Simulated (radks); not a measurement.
Task: All-electron atom: K IX in [Ne] 3s1. Method: non-relativistic Kohn-Sham, PBEsol, spin-unpolarised, spherical densities, point nucleus; computed with a radial shooting solver on a logarithmic mesh with Libxc functionals. Some entries of the table are withheld. Estimate them.

| orbital | occ. | eigenvalue (eV) | r(max) (bohr) | <1/r> (bohr^-1) |
|---|---|---|---|---|
| 1s | 2 | -3674.567 | 0.05356 | (1) |
| 2s | 2 | -513.3349 | 0.3189 | 3.801 |
| 2p | 6 | -444.4530 | 0.2614 | 3.731 |
| 3s | 1 | (2) | 0.9761 | (3) |

Result: 
(1) 1s <1/r> (bohr^-1): 18.53
(2) 3s eigenvalue (eV): -164.8501
(3) 3s <1/r> (bohr^-1): 1.336
